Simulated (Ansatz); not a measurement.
System: SiH (charge 0, doublet). SMILES: [SiH]
Coordinates optimised at B3LYP-D3(BJ)/def2-TZVP (Ansatz, a program for electronic structure):
```
Si
H 1 1.5295
```
Charge 0, spin multiplicity 2.

Parts of the frozen-core correlation energy in cc-pV(D+d)Z (Ansatz, hartree). Frozen orbitals: 5; correlated occupied orbitals by spin: 3 and 2; virtual: 20 and 21. Open shells are spin-unrestricted. No spin-orbit coupling. Non-relativistic.

```tsv
term	value
reference (HF)	-289.43107
MP2 opposite-spin	[?]
MP2 same-spin	-0.00775
CCSD correlation	[?]
(T)	[?]
CCSDT minus CCSD(T)	-0.00058
CCSDT(Q) minus CCSD(T)	-0.00062
T1 diagnostic	0.017
largest doubles amplitude	0.082
<S^2> of the reference	0.767
```

**Question.** Some entries are withheld; supply them.

**Answer.** 
- MP2 opposite-spin, value: -0.05742
- CCSD correlation, value: -0.09008
- (T), value: -0.00174
